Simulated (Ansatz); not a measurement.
Start from `CBNC[SiH3]` and change one atom or group to get `NC[SiH3]`.

Ansatz, PBE0-D4/def2-TZVP geometries, multiplicity 1. Each molecule was computed in one conformer, which needn't be the lowest.

| property | `CBNC[SiH3]` |
| --- | --- |
| HOMO–LUMO gap (B3LYP/def2-TZVPP) / eV | 7.36 |
| size of the dipole moment (ωB97M-V/def2-TZVPP) / D | 1.22 |
| size of the dipole moment (PBE/def2-TZVPP) / D | 1.26 |
| HOMO energy (PBE/def2-TZVPP) / eV | -6.12 |
| LUMO energy (B3LYP/def2-TZVPP) / eV | 0.25 |
| HOMO–LUMO gap (PBE/def2-TZVPP) / eV | 5.68 |

(1) What does the change do to each property? (An estimate is asked.)

Results:

(1) Ansatz gave: 
```
                                          property  `NC[SiH3]`  shift
             HOMO–LUMO gap (B3LYP/def2-TZVPP) / eV        7.06  -0.30
size of the dipole moment (ωB97M-V/def2-TZVPP) / D        1.62   0.40
    size of the dipole moment (PBE/def2-TZVPP) / D        1.63   0.37
                 HOMO energy (PBE/def2-TZVPP) / eV       -5.49   0.63
               LUMO energy (B3LYP/def2-TZVPP) / eV        0.33   0.08
               HOMO–LUMO gap (PBE/def2-TZVPP) / eV        5.29  -0.39
```

With PBE0 the HOMO rises by 0.36 eV and the LUMO rises by 0.14 eV, so the gap narrows by about 0.22 eV. PBE moves the HOMO by 0.63 eV and ωB97M-V by 0.23 eV. Dipoles are sizes alone; their direction can turn.

B3LYP here is the variant with VWN-RPA as its local correlation; programs differ in this.
